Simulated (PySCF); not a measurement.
boron oxyfluoride anion (BFO), SMILES FB=O (connectivity only; charge and spin as stated), charge -1, multiplicity 2.

Coordinates come from a PBE0-D3(BJ)/def2-TZVPD optimisation. The spin state was assumed, not searched.

Two levels are set side by side: PBE/def2-TZVPD (PySCF) and B3LYP/def2-TZVPD (PySCF). Same geometry, gas phase. Differences are taken from unrounded values.

```
quantity                     B3LYP   PBE  PBE minus B3LYP
---------------------------  -----  ----  ---------------
α-spin orbital gap (eV)       3.12  2.10            -1.02
β-spin orbital gap (eV)       5.72  4.34            -1.38
mean polarisability (bohr³)   67.6  78.6             11.0
```

Loosely held outer electrons make PBE densities more polarisable. Differences between two approximate levels are no errors against the true value.

Rough cost on one machine, each run with all the roots and properties that it gave: B3LYP against PBE within a factor of 2.
